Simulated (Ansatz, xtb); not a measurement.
## Ranking isomers of CH2BrSi−

5 gas-phase structures of CH2BrSi−, found in a search over its isomers (lower ones may exist). Each was relaxed with GFN2-xTB:

A. `[H]/[C-]=[SiH]/Br`, a singlet
B. a singlet given by its coordinates
C. `[H]/[Si-]=C\Br`, a singlet
D. `[SiH2]=[C-]Br`, a singlet
E. a singlet given by its coordinates

B (Å):

```yaml
atoms:
  - { symbol: C, position_ang: [0.3018, -0.2607, -0.1171] }
  - { symbol: Br, position_ang: [-2.6995, -2.0333, -0.0683] }
  - { symbol: Si, position_ang: [-0.3462, -1.3545, 1.1075] }
  - { symbol: H, position_ang: [1.2707, 0.2148, 0.0316] }
  - { symbol: H, position_ang: [-0.1756, 0.0101, -1.0524] }
```

Close contacts (Å): C1–Si3 1.77, Br2–Si3 2.72, C1–H4 1.09, C1–H5 1.08.

E (Å):

```xyz
5

C    -0.2974    0.2358    0.9988
Br    0.3527   -0.4865    2.7232
Si   -0.4260   -0.8998   -0.3561
H    -1.1125    0.3042   -1.6026
H    -0.6153    1.2636    1.1467
```

Close contacts (Å): C1–Br2 1.98, C1–Si3 1.77, C1–H5 1.09, Si3–H4 1.86.

Question: Which do you expect lowest at r2SCAN-D4/def2-SVPD, and how would the others follow?

Answer: Calculated order at r2SCAN-D4/def2-SVPD: B (0.0), C (42.4), A (46.5), E (49.8), D (74.2) kcal/mol.

Energies above the lowest of each column, in kcal/mol; the last columns are at PBE0-D3(BJ)/def2-SVPD geometries and were run for some of them only (a dash: not run or not comparable):

```tsv
structure	GFN2-xTB	HF/STO-3G	r2SCAN-D4/def2-SVPD	PBE0-D3(BJ)/def2-SVPD	CCSD(T)/def2-SVPD + ΔMP2/def2-TZVPPD
B	0.0	0.0	0.0	0.0	0.0
C	43.3	40.6	42.4	43.3	41.1
A	12.8	70.7	46.5	49.6	45.9
E	45.3	59.3	49.8	–	–
D	35.5	80.7	74.2	–	–
```

Every level run on B puts it lowest or level with the lowest. Frequencies (PBE0-D3(BJ)/def2-SVPD) were run for A, B, C alone. ΔMP2 is the change of the MP2 energy from the smaller to the larger basis.

Over these structures GFN2-xTB departs from r2SCAN-D4/def2-SVPD by 16.8 kcal/mol on average once a common shift is removed. A GFN2-xTB relaxation took about 0.071 s and the r2SCAN-D4/def2-SVPD energy about 2.7 s on a shared host (Ansatz 0.2.0, xtb 6.7.1).
